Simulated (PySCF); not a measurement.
## Bonding in [Ga(OMe)H3]-

Compound: [Ga(OMe)H3]-, CH6GaO (charge -1).
Structure used (PBE0-D3(BJ)/def2-SVP), in Å, numbered top down from 1:
```xyz
9
CH6GaO angstrom
Ga    -0.3739    0.5571   -1.2474
O     -0.2093    0.6395    0.6354
C      0.3247   -0.4376    1.2739
H     -0.2725   -1.3813    1.1719
H      0.4114   -0.2618    2.3742
H      1.3570   -0.7141    0.9353
H      1.1152    0.3079   -1.8533
H     -0.9943    1.9792   -1.6892
H     -1.3584   -0.6890   -1.6008
```

Bond orders from the PBE0/pcSseg-1 (pcSseg-2 on Ga) density (PySCF). Isolated species at its PBE0-D3(BJ)/def2-SVP geometry, gas phase. The calculation is non-relativistic, for gallium too. The pcSseg-1 basis has no diffuse functions, a weakness for an anion.

Question: Give the Mayer order of every bond, beside its length.

Answer: 
| bond | length (Å) | Mayer order |
| --- | --- | --- |
| Ga1–O2 | 1.892 | 0.779 |
| Ga1–H7 | 1.627 | 0.891 |
| Ga1–H8 | 1.613 | 0.918 |
| Ga1–H9 | 1.627 | 0.891 |
| O2–C3 | 1.361 | 1.042 |
| C3–H4 | 1.121 | 0.943 |
| C3–H5 | 1.118 | 0.968 |
| C3–H6 | 1.121 | 0.942 |

Question: Sum the orders of all bonds at each heavy atom with more than one neighbour.

Answer: Ga1 3.479, O2 1.821, C3 3.895. Orders between atoms that aren't bonded are not in these sums.

Mayer orders depend on the basis set.
